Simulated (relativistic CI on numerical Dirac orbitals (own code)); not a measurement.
## Crystal-field levels of Sm⁴⁺, 4f4

Calculated by Dirac-Coulomb-Breit CI, KLI orbitals optimised for each configuration, QED by a radiative potential, valence Slater integrals scaled by 0.75, one configuration in a parametric crystal field (own radial code).

Field parameters in Wybourne normalisation. The field is a parameter set, without covalency.

S and J are read from ⟨S²⟩ = S(S + 1) and ⟨J²⟩ = J(J + 1) of each level; they are not fictitious spins.

D4h, B20 = 1020, B40 = 1610, B44 = -1150, B60 = -630, B64 = 1220 cm⁻¹, the lowest 16 levels:

```csv
E (cm⁻¹),Degeneracy,Irrep,S,J
0.0,1,B1,1.97,4.01
191,2,E,1.97,4.04
329,1,A1,1.97,4.02
404,1,B2,1.97,4.02
433,2,E,1.97,4.01
499,1,A2,1.97,4.04
635,1,A1,1.97,4.02
2169,1,A2,1.98,4.99
2202,2,E,1.98,5.01
2212,1,B1,1.98,5.02
2229,1,A1,1.98,5.00
2253,1,B2,1.98,4.99
2266,2,E,1.98,4.98
2310,1,A2,1.98,5.01
2443,2,E,1.98,5.01
4185,2,E,1.98,6.00
```

C2v, B20 = -120, B22 = 310, B40 = 1170, B42 = -10, B44 = -140, B60 = -320, B62 = -40, B64 = 50, B66 = 800 cm⁻¹, the lowest 16 levels:

```
E (cm⁻¹)  Degeneracy     S     J
     0.0           1  1.97  4.01
    28.8           1  1.97  4.01
    84.6           1  1.97  4.01
     200           1  1.97  4.01
     226           1  1.97  4.01
     261           1  1.97  4.01
     263           1  1.97  4.01
     265           1  1.97  4.01
     311           1  1.97  4.01
    2011           1  1.98  5.00
    2021           1  1.98  5.00
    2033           1  1.98  5.00
    2057           1  1.98  5.01
    2064           1  1.98  5.00
    2100           1  1.98  5.00
    2102           1  1.98  5.00
```

D3h, B20 = 560, B40 = -520, B60 = -1050, B66 = -210 cm⁻¹, the lowest 10 levels:

| E (cm⁻¹) | Degeneracy | S | J |
| --- | --- | --- | --- |
| 0.0 | 2 | 1.97 | 4.00 |
| 47.1 | 2 | 1.97 | 4.01 |
| 129 | 2 | 1.97 | 4.01 |
| 134 | 1 | 1.97 | 4.00 |
| 185 | 1 | 1.97 | 4.02 |
| 260 | 1 | 1.97 | 4.01 |
| 1915 | 1 | 1.98 | 5.00 |
| 1953 | 2 | 1.98 | 5.00 |
| 1998 | 2 | 1.98 | 5.00 |
| 2014 | 2 | 1.98 | 5.00 |

The next free-ion level lies 1891 cm⁻¹ above the lowest; the field splits the ground level into components whose J stays near 4 as long as their spread is small against that gap.

Levels of this model without a field, named by their leading LS term (the scale mimics covalency, so terms lie below those of the real free ion): ⁵I4 0, ⁵I5 1891, ⁵I6 3894, ⁵I7 5940, ⁵I8 7990, ⁵F1 13901, ⁵F2 14350, ⁵F3 15472 cm⁻¹.
